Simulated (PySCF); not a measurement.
GeO, SMILES [O]=[Ge] (connectivity only; charge and spin as stated), neutral, multiplicity 1. Atoms are numbered in the order given.

```xyz
2

Ge     0.0000     0.0000    -0.3258
O      0.0000     0.0000     1.3031
```
Charge 0, spin multiplicity 1.

The structure is a stationary point at r2SCAN-D4/def2-TZVPD.

The numbers are results of CAM-B3LYP/def2-TZVPD (PySCF), not measurements.

ESP charges are fitted to the potential on shells at 1.4 to 2.0 van der Waals radii. Atomic charges (e):

```json
[
 {"atom": "Ge1", "ESP fit": "0.50", "IAO": "0.70"},
 {"atom": "O2", "ESP fit": "-0.50", "IAO": "-0.70"}
]
```
